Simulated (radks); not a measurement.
The numbers below are computed, except where a source is named.
Cl, 17 electrons, occupied as [Ne] 3s2 3p5. Level of theory: scalar-relativistic Kohn-Sham, PBEsol, spin-polarised, spherical densities, finite nucleus; open shells are filled with parallel spins first; Fermi nuclear charge, rms radius 3.3654 fm (a radial shooting solver on a logarithmic mesh with Libxc functionals). Some entries of the table are withheld. Estimate them.

orbital,occ.,eigenvalue (eV),r(max) (bohr),<1/r> (bohr^-1)
1s up,1,-2746.855,0.05953,16.66
1s down,1,-2746.690,0.05953,16.66
2s up,1,-252.2303,0.3622,(1)
2s down,1,-252.0733,0.3623,(2)
2p up,3,-191.4891,0.3017,3.204
2p down,3,-191.2720,0.3018,3.204
3s up,1,-21.0534,1.281,0.9027
3s down,1,-20.1014,1.282,0.8999
3p up,3,-8.9551,1.428,0.7493
3p down,2,-8.0950,1.433,0.7408

Answer. 
(1) 2s up <1/r> (bohr^-1): 3.304
(2) 2s down <1/r> (bohr^-1): 3.304
